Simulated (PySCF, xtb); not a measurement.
C3H5BO2, SMILES OB1C=COC1. Other conformers were not sampled.

Harmonic wavenumbers (cm⁻¹) from GFN2-xTB run with xtb at its own minimum, in rising order: 170, 316, 324, 484, 538, 579, 757, 765, 793, 818, 893, 916, 975, 1047, 1121, 1144, 1171, 1226, 1278, 1393, 1439, 1581, 2928, 2950, 3082, 3152, 3622.

### Question
What does PBE-D3(BJ)/def2-SVP run with PySCF give at its own minimum? (The exact figures need the calculation; the answer reports its results.)

### Answer
169, 324, 339, 476, 540, 554, 766, 776, 784, 804, 915, 943, 949, 1001, 1110, 1157, 1216, 1240, 1304, 1371, 1452, 1560, 2977, 3028, 3112, 3173, 3748. Paired by order, the mean absolute difference is 26 cm⁻¹ and the zero-point energies are 50.7 and 51.2 kcal/mol.
